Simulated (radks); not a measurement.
Results of a calculation; reference values are marked as such.
Question: These are the eigenvalues of the occupied orbitals of an atom or ion with whole-number occupations (eV). Level of theory: scalar-relativistic Kohn-Sham, BLYP, spin-polarised, spherical densities, point nucleus (a radial shooting solver on a logarithmic mesh with Libxc functionals).

1s up: -31642.86
1s down: -31642.77
2s up: -4859.816
2s down: -4859.776
2p up: -4363.819
2p down: -4363.745
3s up: -973.8291
3s down: -973.7502
3p up: -812.6401
3p down: -812.5505
3d up: -568.8318
3d down: -568.7464
4s up: -172.9941
4s down: -172.8036
4p up: -123.0274
4p down: -122.8315
4d up: -50.3622
4d down: -50.0427
5s up: -23.9660
5s down: -22.2183
5p up: -14.1957

Which element is it, and in what charge state? The configuration may be excited. Open shells, if any, are filled with parallel spins first.

Answer: Z = 52, tellurium, charge +1: Te+ in [Kr] 4d10 5s2 5p3. The list shows which subshells hold electrons but not how many an open one holds; the 1s level, -1162.9 hartree, gives Z - s = 48.2 by -(Z - s)^2/2, which with screening and relativity narrows Z to a few neighbours, and the depths of the outer levels then fix element, charge and occupations together.
